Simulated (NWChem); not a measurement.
System meant: BH2OF; SMILES OBF

The following NWChem deck was run.

```
start job
memory heap 200 mb stack 900 mb global 1100 mb
geometry units angstroms noautoz
  B     -0.432446    -0.028518     0.000000
  H     -1.651347    -0.036595     0.000000
  F      0.222991    -1.190131     0.000000
  O      0.313935     1.102755     0.000000
  H     -0.238952     1.903191     0.000000
end
basis spherical
  B library def2-svp
  H library def2-svp
  F library def2-svp
  O library def2-svp
end
dft
  xc b3lyp
  iterations 4
  mulliken
end
task dft energy
```

End of the output:

```
    Atom       Charge   Shell Charges
 -----------   ------   -------------------------------------------------------
    1 B    5     5.10   1.96  0.50  0.27  1.35  0.58  0.44
    2 H    1     1.07   0.65  0.39  0.03
    3 F    9     8.97   1.98  0.98  0.71  3.21  2.08  0.01
    4 O    8     7.98   1.97  0.85  0.56  2.71  1.86  0.02
    5 H    1     0.88   0.55  0.16  0.17

 center of mass
 --------------
 x =   0.06650135 y =  -0.12034747 z =   0.00000000

 moments of inertia (a.u.)
 ------------------
         177.781553424351          -0.000000000000           0.000000000000
          -0.000000000000          25.860792607880           0.000000000000
           0.000000000000           0.000000000000         203.642346032231

     Multipole analysis of the density
     ---------------------------------

     L   x y z        total         alpha         beta         nuclear
     -   - - -        -----         -----         ----         -------
     0   0 0 0     -0.000000    -12.000000    -12.000000     24.000000

     1   1 0 0     -0.585348     -0.292674     -0.292674      0.000000
     1   0 1 0      0.779405      0.389703      0.389703     -0.000000
     1   0 0 1      0.000000      0.000000      0.000000      0.000000

     2   2 0 0    -13.228995    -15.447599    -15.447599     17.666203
     2   1 1 0     -1.228670     -0.335686     -0.335686     -0.557298
     2   1 0 1      0.000000      0.000000      0.000000      0.000000
     2   0 2 0    -10.640541    -51.925579    -51.925579     93.210616
     2   0 1 1     -0.000000     -0.000000     -0.000000      0.000000
     2   0 0 2    -11.937315     -5.968657     -5.968657      0.000000

 ------------------------------------------------------------------------
 dft energy failed                                                                                  0
 ------------------------------------------------------------------------
 ------------------------------------------------------------------------
  current input line :
    21: task dft energy
 ------------------------------------------------------------------------
 ------------------------------------------------------------------------
 This type of error is most commonly associated with calculations not reaching convergence criteria
 ------------------------------------------------------------------------
 For more information see the NWChem manual at https://nwchemgit.github.io

0:dft energy failed:Received an Error in Communication
```

Question: Find the fault in this run and fix the input.

Answer: The run did not converge; its last values are not results. Cause: the SCF was allowed too few iterations. This input runs:
```
start job
memory heap 200 mb stack 900 mb global 1100 mb
geometry units angstroms noautoz
  B     -0.432446    -0.028518     0.000000
  H     -1.651347    -0.036595     0.000000
  F      0.222991    -1.190131     0.000000
  O      0.313935     1.102755     0.000000
  H     -0.238952     1.903191     0.000000
end
basis spherical
  B library def2-svp
  H library def2-svp
  F library def2-svp
  O library def2-svp
end
dft
  xc b3lyp
  iterations 150
  mulliken
end
task dft energy
```
It converges to -201.07680 Ha (B3LYP/def2-SVP).
